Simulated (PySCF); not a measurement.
# Threshold energies of InBr in a plasma

PBE0 in PySCF with def2-TZVPPD on every atom (core potentials on In), for the lowest determinant that a PBE0 search found; no spin–orbit coupling.

```csv
species,state (unpaired electrons),Re (Å),ωe (cm⁻¹),energy of the minimum from the neutral (eV),De (eV),dissociates to
InBr,singlet (closed shell),2.567,217,0.00,4.19,In + Br
InBr⁺,doublet (σ ↑),2.457,220,9.19,0.62,In⁺ + Br
InBr⁻,doublet (π ↑),2.768,145,-0.47,1.20,In + Br⁻
```

Problem. Work out the lowest energy to break InBr into atoms, from its vibrational ground state.

Solution. D0 = De − ωe/2 = 4.19 − 0.01 = 4.18 eV (PBE0/def2-TZVPPD).

Problem. Work out the ionisation energy of the In atom at this level and the threshold of dissociative ionisation.

Solution. IE(In) = 9.19 + 0.62 − 4.19 = 5.62 eV, so In⁺ + Br + e⁻ appears at D0 + IE(In) = 9.80 eV (PBE0/def2-TZVPPD). The measured IE(In) is 5.786 eV (NIST ASD).

Problem. Work out the electron affinity of the Br atom and the threshold of dissociative attachment.

Solution. EA(Br) = 4.19 − 1.20 − (-0.47) = 3.46 eV, so In + Br⁻ needs D0 − EA(Br) = 0.72 eV (PBE0/def2-TZVPPD). The measured EA(Br) is 3.364 eV.

Problem. At which energy does ion-pair formation open?

Solution. In⁺ + Br⁻ lies at D0 + IE(In) − EA(Br) = 6.34 eV (PBE0/def2-TZVPPD).

These are thermodynamic thresholds; the onsets seen under electron impact lie higher where the geometry changes, and cross-sections peak well above them.

Spin–orbit coupling is left out, which matters for elements this heavy, above all for dissociation energies. For an ion De counts to the pair picked by the measured ionisation energies or electron affinities, which need not be the lowest pair at this level. The highest Kohn–Sham level is positive in this anion. Much of that is self-interaction error, but it also means that the finite basis helps to hold the extra electron. States were picked by a PBE0 search and need not be the measured ground states.
